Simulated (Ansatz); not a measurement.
`C1[NH][Zn][Te]1` → C• + 3 H• + N• + Te• + Zn (atom)  (atomization)

Gas-phase electronic energies from Ansatz, PBE0-D4/def2-TZVP geometries. CCSD(T)/CBS is the MP2 limit (def2-TZVPP, def2-QZVPP) plus CCSD(T) − MP2 in def2-TZVPP, frozen cores. This one scheme is used for every species, atoms too. Functionals use def2-TZVPP. No spin–orbit coupling; open shells (•) take unrestricted orbitals. Spin–orbit coupling would lower the free atoms: a little for C; strongly for Te. Elements past krypton have def2 core potentials. For Te, Zn outer-core shells are correlated without core-valence functions, so the limit isn't a true one: a few kJ/mol of doubt a bond, and 10 to 20 or more in all where bonds break to atoms. Scalar relativity is left out up to krypton.

```json
{"level": "ωB97M-V", "ΔE (kcal/mol)": "471.8"}
{"level": "r2SCANh", "ΔE (kcal/mol)": "472.1"}
{"level": "CCSD(T)/def2-TZVPP", "ΔE (kcal/mol)": "457.6"}
{"level": "HF/def2-QZVPP", "ΔE (kcal/mol)": "290.0"}
```

(1) What does CCSD(T)/CBS give? (An estimate is asked.)

Largest T1 diagnostic among the species: 0.017.

Results:

(1) Ansatz gave: +479.2 kcal/mol. The listed levels differ from it by -7.4, -7.1, -21.6, -189.2 kcal/mol.

At CCSD(T), def2-SVP lies −45.9 kcal/mol from the extrapolated value and def2-TZVPP −21.6 kcal/mol: correlation converges slowly with the basis, and small sets miss more of it in the bonded molecule than in its fragments. From r2SCAN to r2SCAN0 (25 % exact exchange), in def2-TZVPP and without D4, ΔE moves by −13.4 kcal/mol: exact exchange takes away binding that semilocal exchange gives to molecules. The D4 term adds +7.5 kcal/mol with B3LYP and +3.8 kcal/mol with PBE0; it sums over pairs of atoms, weighted by their polarisabilities, and B3LYP, whose exchange is more repulsive, gets the larger term.

B3LYP here is the variant with VWN-RPA as its local correlation; programs differ in this.

For atomizations the MP2-based limit and the directly extrapolated one differ by several kJ/mol either way, and by 10 to 25 for some Ge, Se and Sn compounds, so smaller differences from it don't rank the levels.
